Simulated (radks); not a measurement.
Sb, configuration [Kr] 4d10 5p5 (not the ground configuration). All-electron calculation, Dirac Kohn-Sham, PBE, spin-unpolarised, spherical densities, point nucleus; open shells fill j = l - 1/2 first. Program: a radial shooting solver on a logarithmic mesh with Libxc functionals.

Radial electron density D(r) = 4 pi r^2 rho(r):

| r (bohr) | D(r) (e/bohr) |
|---|---|
| 0.003652 | 14.37 |
| 0.004218 | 17.72 |
| 0.004871 | 21.65 |
| 0.005626 | 26.19 |
| 0.006497 | 31.32 |
| 0.007564 | 37.26 |
| 0.008735 | 43.24 |
| 0.01009 | 49.28 |
| 0.01165 | 55.05 |
| 0.01346 | 60.10 |
| 0.01566 | 64.16 |
| 0.01809 | 66.36 |
| 0.02089 | 66.74 |
| 0.02413 | 65.37 |
| 0.02786 | 62.76 |
| 0.03244 | 59.73 |
| 0.03746 | 57.93 |
| 0.04327 | 58.46 |
| 0.04997 | 62.05 |
| 0.05771 | 68.43 |
| 0.06718 | 76.44 |
| 0.07758 | 82.54 |
| 0.0896 | 84.49 |
| 0.1035 | 81.00 |
| 0.1195 | 73.19 |
| 0.138 | 64.56 |
| 0.1607 | 59.28 |
| 0.1856 | 60.34 |
| 0.2143 | 65.61 |
| 0.2475 | 69.88 |
| 0.2858 | 67.74 |
| 0.3327 | 56.69 |
| 0.3843 | 41.66 |
| 0.4438 | 28.65 |
| 0.5125 | 22.20 |
| 0.5919 | 22.15 |
| 0.6891 | 24.62 |
| 0.7958 | 24.94 |
| 0.9191 | 21.76 |
| 1.061 | 16.35 |
| 1.226 | 10.88 |
| 1.427 | 6.635 |
| 1.648 | 4.345 |
| 1.903 | 3.252 |
| 2.198 | 2.721 |
| 2.539 | 2.298 |
| 2.932 | 1.804 |
| 3.413 | 1.231 |
| 3.942 | 0.7446 |
| 4.552 | 0.3891 |
| 5.257 | 0.1748 |
| 6.072 | 0.06657 |
| 7.068 | 0.01952 |
| 8.163 | 0.004857 |
| 9.427 | 0.0009411 |

D(r) has 4 maxima, at r = 0.0201, 0.0882, 0.256, 0.752 bohr, and minima at 0.0393, 0.169, 0.546 bohr, inside which lie 2.04, 11.22, 28.93 electrons.
